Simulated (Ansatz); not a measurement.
`C[S][Cd][S]C` and `C[S][Cd][F]` differ in one atom or group.

Ansatz, PBE0-D4/def2-TZVP geometries, multiplicity 1. Each molecule was computed in one conformer, which needn't be the lowest.

Elements past krypton have def2 core potentials.

```tsv
property	`C[S][Cd][S]C`
LUMO energy (ωB97M-V/def2-TZVPP) / eV	0.47
HOMO energy (B3LYP/def2-TZVPP) / eV	-6.41
HOMO energy (PBE/def2-TZVPP) / eV	-5.48
HOMO–LUMO gap (PBE/def2-TZVPP) / eV	3.54
LUMO energy (PBE0/def2-TZVPP) / eV	-1.15
size of the dipole moment (PBE/def2-TZVPP) / D	1.83
```

Problem. What does the change do to each property? (Best estimate.)

Solution. Computed: 
| property | `C[S][Cd][F]` | shift |
| --- | --- | --- |
| LUMO energy (ωB97M-V/def2-TZVPP) / eV | 0.06 | -0.41 |
| HOMO energy (B3LYP/def2-TZVPP) / eV | -6.82 | -0.41 |
| HOMO energy (PBE/def2-TZVPP) / eV | -5.84 | -0.36 |
| HOMO–LUMO gap (PBE/def2-TZVPP) / eV | 3.31 | -0.23 |
| LUMO energy (PBE0/def2-TZVPP) / eV | -1.67 | -0.52 |
| size of the dipole moment (PBE/def2-TZVPP) / D | 2.75 | 0.92 |

With PBE0 the HOMO falls by 0.38 eV and the LUMO falls by 0.52 eV, so the gap narrows by about 0.14 eV. PBE moves the HOMO by -0.36 eV and ωB97M-V by -0.37 eV. Dipoles are sizes alone; their direction can turn.

B3LYP here is the variant with VWN-RPA as its local correlation; programs differ in this.
